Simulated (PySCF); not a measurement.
**Arsenic: a sound run and one with changed settings**

Sound run: As⁺ [Ar] 3d10 4s2 4p2, As²⁺ [Ar] 3d10 4s2 4p1. All numbers are calculated (PySCF 2.14, the spin-free X2C one-electron Hamiltonian (Gaussian nucleus), in jorge-DZP-DKH). In the sound run the correlated levels freeze [Ar] 3d10. The sound run starts from symmetry-adapted Hartree-Fock orbitals and uses a fine grid where one is needed.

Changed run: initial guess 1e, at most 50 SCF cycles.

| species | method | sound run (hartree) | changed run (hartree) | converged |
| --- | --- | --- | --- | --- |
| As⁺ | UHF | -2258.54714 | -2258.54714 | yes |
| As⁺ | BP86 | -2260.53346 | -2260.53346 | yes |
| As⁺ | CCSD(T) | -2258.58114 | -2258.58114 | yes |
| As²⁺ | PBE0 | -2259.27080 | -2259.27080 | yes |
| As²⁺ | MP2 | -2257.91355 | -2257.91355 | yes |

Here the plain start reaches the same solutions.
